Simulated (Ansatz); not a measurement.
**Molecular dynamics of CH6BNSi**

The input (input.yaml):

```yaml
crystal:
  periodic: [false, false, false]
  atoms:
    - { symbol: "N", position_ang: [-1.546808, -0.597159, -1.065497] }
    - { symbol: C, position_ang: [-0.687143, -0.768979, 0.105255] }
    - { symbol: B, position_ang: [0.463577, 0.067172, 0.512838] }
    - { symbol: Si, position_ang: [1.682556, 1.368364, 0.431619] }
    - { symbol: H, position_ang: [-1.650395, 0.432182, -1.288237] }
    - { symbol: H, position_ang: [-2.511801, -0.976955, -0.856238] }
    - { symbol: H, position_ang: [0.547412, -1.173929, -0.230885] }
    - { symbol: H, position_ang: [-1.00824, -1.660055, 0.693307] }
    - { symbol: H, position_ang: [1.648617, 2.344575, 1.514936] }
    - { symbol: H, position_ang: [3.062247, 0.964793, 0.182904] }
magnetization:
  spin_polarized: true
basis:
  gaussian: { orbitals: STO-3G }
hamiltonian:
  xc: pbe
  dispersion: d4
md:
  timestep: 0.5
  n_steps: 200
  ensemble: nve
  temperature: 300.0
  initial_velocities: maxwell_boltzmann
  seed: 3685
```

Launched with:

```bash
$ ansatz run input.yaml --threads 1 --pin off --max-ram 2048MiB --backend cpu --events-out ev --progress --plain --runs-dir out
```

It starts at the highest image of a converged band. Of that band: Neighbouring images differ by up to 1.4 eV, so the band resolves the path poorly. A vibrational analysis at the climbing image gives one clearly imaginary mode, 880i cm⁻¹: a first-order saddle point.

Output, in part (step lines, the closing report, with atoms numbered from 0):

```
md step     0: t =     0.00 fs  T =   300.0 K  F+E_penalty+E_count = -11032.87240991 eV  E_kin = 0.310224 eV  conserved = -11032.56218591 eV  (32 SCF iters)
[... lines left out ...]
Total energy: -11032.88793331 eV, -405.4511531892 hartree
Atom 0 at    -1.508102    -0.457604    -1.099637 Å, force     0.476845     0.361924     0.056016 eV/Å
Atom 1 at    -0.741439    -0.940292     0.157469 Å, force     0.375780     2.162981     0.636267 eV/Å
Atom 2 at     0.669859    -0.150024     0.404488 Å, force    -0.911504     1.108474     0.496431 eV/Å
Atom 3 at     1.674858     1.468284     0.427770 Å, force    -1.414349    -1.514443    -0.273961 eV/Å
Atom 4 at    -2.152074     0.339998    -0.762171 Å, force     0.130344    -0.577231    -0.123032 eV/Å
Atom 5 at    -2.167385    -1.259705    -1.354199 Å, force    -0.321508     0.189118     0.336433 eV/Å
Atom 6 at    -0.670162    -2.016197     0.086247 Å, force     0.481726    -1.270482    -0.073684 eV/Å
Atom 7 at    -1.311966    -0.756556     1.147338 Å, force     0.433830    -0.081842    -0.892834 eV/Å
Atom 8 at     1.456524     2.253774     1.672880 Å, force     0.151092    -0.561267    -0.198371 eV/Å
Atom 9 at     3.044311     1.016621     0.347135 Å, force     0.597744     0.182768     0.036736 eV/Å
Dipole moment:    -0.369330    -0.203780     0.179410 e Å
```

The steps, from the saved trajectory:

```json
{"time (fs)": "0.0", "T (K)": "300", "potential energy less start (eV)": "0.000", "conserved less start (meV/atom)": "0.00"}
{"time (fs)": "3.0", "T (K)": "196", "potential energy less start (eV)": "0.109", "conserved less start (meV/atom)": "0.12"}
{"time (fs)": "6.0", "T (K)": "202", "potential energy less start (eV)": "0.101", "conserved less start (meV/atom)": "0.05"}
{"time (fs)": "9.0", "T (K)": "191", "potential energy less start (eV)": "0.114", "conserved less start (meV/atom)": "0.06"}
{"time (fs)": "12.0", "T (K)": "194", "potential energy less start (eV)": "0.111", "conserved less start (meV/atom)": "0.10"}
{"time (fs)": "15.0", "T (K)": "270", "potential energy less start (eV)": "0.032", "conserved less start (meV/atom)": "0.02"}
{"time (fs)": "18.0", "T (K)": "316", "potential energy less start (eV)": "-0.016", "conserved less start (meV/atom)": "0.08"}
{"time (fs)": "21.0", "T (K)": "411", "potential energy less start (eV)": "-0.114", "conserved less start (meV/atom)": "0.06"}
{"time (fs)": "24.0", "T (K)": "492", "potential energy less start (eV)": "-0.198", "conserved less start (meV/atom)": "0.05"}
{"time (fs)": "27.0", "T (K)": "537", "potential energy less start (eV)": "-0.245", "conserved less start (meV/atom)": "0.05"}
{"time (fs)": "30.0", "T (K)": "534", "potential energy less start (eV)": "-0.242", "conserved less start (meV/atom)": "-0.05"}
{"time (fs)": "33.0", "T (K)": "363", "potential energy less start (eV)": "-0.064", "conserved less start (meV/atom)": "0.12"}
{"time (fs)": "36.0", "T (K)": "343", "potential energy less start (eV)": "-0.045", "conserved less start (meV/atom)": "-0.03"}
{"time (fs)": "39.0", "T (K)": "256", "potential energy less start (eV)": "0.047", "conserved less start (meV/atom)": "0.10"}
{"time (fs)": "42.0", "T (K)": "280", "potential energy less start (eV)": "0.021", "conserved less start (meV/atom)": "0.06"}
{"time (fs)": "45.0", "T (K)": "309", "potential energy less start (eV)": "-0.009", "conserved less start (meV/atom)": "0.03"}
{"time (fs)": "48.0", "T (K)": "275", "potential energy less start (eV)": "0.027", "conserved less start (meV/atom)": "0.11"}
{"time (fs)": "51.0", "T (K)": "351", "potential energy less start (eV)": "-0.053", "conserved less start (meV/atom)": "-0.02"}
{"time (fs)": "54.0", "T (K)": "388", "potential energy less start (eV)": "-0.090", "conserved less start (meV/atom)": "0.11"}
{"time (fs)": "57.0", "T (K)": "557", "potential energy less start (eV)": "-0.266", "conserved less start (meV/atom)": "-0.03"}
{"time (fs)": "60.0", "T (K)": "548", "potential energy less start (eV)": "-0.256", "conserved less start (meV/atom)": "0.05"}
{"time (fs)": "63.0", "T (K)": "493", "potential energy less start (eV)": "-0.199", "conserved less start (meV/atom)": "0.04"}
{"time (fs)": "66.0", "T (K)": "362", "potential energy less start (eV)": "-0.064", "conserved less start (meV/atom)": "0.07"}
{"time (fs)": "69.0", "T (K)": "258", "potential energy less start (eV)": "0.045", "conserved less start (meV/atom)": "0.07"}
{"time (fs)": "72.0", "T (K)": "232", "potential energy less start (eV)": "0.071", "conserved less start (meV/atom)": "0.01"}
{"time (fs)": "75.0", "T (K)": "196", "potential energy less start (eV)": "0.108", "conserved less start (meV/atom)": "0.09"}
{"time (fs)": "78.0", "T (K)": "294", "potential energy less start (eV)": "0.006", "conserved less start (meV/atom)": "0.00"}
{"time (fs)": "81.0", "T (K)": "351", "potential energy less start (eV)": "-0.052", "conserved less start (meV/atom)": "0.08"}
{"time (fs)": "84.0", "T (K)": "493", "potential energy less start (eV)": "-0.200", "conserved less start (meV/atom)": "0.01"}
{"time (fs)": "87.0", "T (K)": "522", "potential energy less start (eV)": "-0.229", "conserved less start (meV/atom)": "0.07"}
{"time (fs)": "90.0", "T (K)": "506", "potential energy less start (eV)": "-0.212", "conserved less start (meV/atom)": "0.05"}
{"time (fs)": "93.0", "T (K)": "448", "potential energy less start (eV)": "-0.153", "conserved less start (meV/atom)": "0.02"}
{"time (fs)": "96.0", "T (K)": "352", "potential energy less start (eV)": "-0.053", "conserved less start (meV/atom)": "0.08"}
{"time (fs)": "99.0", "T (K)": "342", "potential energy less start (eV)": "-0.043", "conserved less start (meV/atom)": "0.00"}
```

All steps were run. The conserved energy stayed within 0.16 meV per atom of its start (net change 0.055 meV per atom), so the integration is sound. The system heated up, since it started high on the potential surface and ran downhill. A run of 0.1 ps of so small a system gives no equilibrium averages. The orbitals stay closed-shell, which can raise the energy where a bond breaks towards radicals; this wasn't checked here. Limits of this set-up: minimal basis.

The step under study would form B3–H7 and break C2–H7. These pairs go: B3–H7 1.45 → 2.32 Å, C2–H7 1.34 → 1.08 Å. In the last frame they stand as before the step (other bonds may differ from the relaxed reactants and products). It ends as one piece, CH6BNSi. Pairs count as bonded within 1.25 times the sum of covalent radii (0.12 Å more for H–H).

Last frame:

```xyz
10
Properties=species:S:1:pos:R:3
N -1.508 -0.458 -1.100
C -0.741 -0.940 0.158
B 0.670 -0.150 0.405
Si 1.675 1.468 0.428
H -2.152 0.340 -0.762
H -2.167 -1.260 -1.354
H -0.670 -2.016 0.086
H -1.312 -0.757 1.147
H 1.456 2.254 1.673
H 3.044 1.017 0.347
```

Time of the run: 7.4 min on 1 thread of Arm Neoverse V1, on a shared host, peak memory 0.1 GiB.
